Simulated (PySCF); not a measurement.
SMILES F[CH]F (CHF₂), doublet (B3LYP/def2-SVP optimised geometry):

```
4

F     -0.823    -0.996     0.918
C     -0.279    -0.212     0.000
F     -0.823     0.996     0.000
H      0.823    -0.212     0.000
```

Method: unrestricted B3LYP/def2-TZVP (PySCF).

Task: What are the frontier orbital energies (α orbitals alone; a β orbital can be the lowest empty one) and the dipole moment?

Result: HOMO-2 -12.04 eV, HOMO-1 -11.78 eV, HOMO -6.59 eV, LUMO 1.76 eV, LUMO+1 2.53 eV; dipole moment 1.33 D.

Meta-Löwdin charges at B3LYP/def2-TZVP: F1 -0.24, C2 0.35, F3 -0.24, H4 0.12.
